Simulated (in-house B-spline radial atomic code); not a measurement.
RPA and G0W0 on r2SCAN0: Si2+

Configuration [Ne] 3s2, mean-field start r2SCAN0. Computed with a B-spline radial code for spherical atoms: all electrons, non-relativistic, point nucleus, each spin shell either full or empty, empty states to l = 9 with an (l + 1/2)⁻⁴ tail; G0W0 by contour deformation at full frequency.

Command:
```bash
python run_gw.py task.json out
```
Settings (radii: box in bohr, nucleus in fm):
```
Z                        14
electrons                12
configuration            [Ne] 3s2
hamiltonian              nr
method                   r2scan0
lmax                     9
spin_polarised           False
box_radius               17.55
intervals                49
ion_configuration        [Ne] 3s1
```

Run time, properties included: 2.8 s on 1 thread of Arm Neoverse N1, with other jobs on the host.

Energies (hartree):

```tsv
term	value
mean-field total	-288.43733
Hartree-Fock functional on these orbitals	-287.99307
direct second order	-0.78742
second-order exchange	0.28587
SOSEX correction	0.25601
```

Question: What is the RPA correlation energy, and what remains with SOSEX?

Answer: RPA gives -0.69018 hartree (-1.57 eV per electron); RPA + SOSEX gives -0.43417, and the second-order doubles -0.50156 hartree (no singles). SOSEX takes back 37 % of the RPA value.

Quasi-particle levels (eV):

```tsv
level	occupied	mean field	Σx - vxc	Σc	QP weight	G0W0
3s	yes	-29.738	-2.40	?	?	?
2p	yes	-123.82	-13.30	4.24	0.873	-132.88
3p	no	-19.233	4.02	-1.43	0.939	-16.647
```

G0W0 = mean field + (Σx - vxc) + Σc, with Σc (partial-wave tail included) taken at the quasi-particle energy. Levels of low weight are left out.

Question: Where does G0W0 put 3s?

Answer: At -33.71 eV, with Σc = -1.57 eV and a quasi-particle weight of 0.946. The tabulated removal energy is 33.493 eV (NIST, measured); the calculation leaves out relativity, Breit and QED terms, and what these don't explain is the method's own error.

Question: What does it cost to remove one electron (to [Ne] 3s1) by differences of total energies, each species on its own start (correlation terms add to the Hartree-Fock functional)?

Answer: r2SCAN0 32.90 eV, Hartree-Fock functional 31.95 eV, + RPA 33.68 eV, + RPA + SOSEX 33.22 eV, + second order 33.73 eV. Tabulated: 33.493 eV (NIST, measured); the calculation leaves out relativity, Breit and QED terms, and what these don't explain is the method's own error.
